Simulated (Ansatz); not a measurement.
Basis-set extrapolation for `[SiH3][NH2+][Al-]([Cl])([Cl])[Cl]` (PBE0-D4/def2-TZVP geometry, frozen core, Ansatz). Multiplicity 1, RHF reference.

|  | def2-TZVPP | def2-QZVPP |
| --- | --- | --- |
| HF | -1967.091338 | -1967.148643 |
| MP2 correlation | -0.990301 | -1.082513 |
| CCSD(T) correlation | -1.108995 | not run |

Energies in hartree. Use E(X) = E(∞) + A·exp(−7.88·√X) for Hartree–Fock and E(X) = E(∞) + B·X^(−2.97) for correlation, with X = 3 and 4, and add CCSD(T) minus MP2 of the smaller set to the MP2 limit.

Task: What is the CCSD(T) energy at the basis-set limit?

Result: HF limit: -1967.148643 + (-0.057305) × 0.13774 = -1967.15654. MP2 limit: -1.082513 + (-0.092212) × 0.74074 = -1.15082. Higher-order term: -1.108995 − (-0.990301) = -0.11869. Total: -1968.42605 hartree, 592.6 kJ/mol below CCSD(T)/def2-TZVPP.
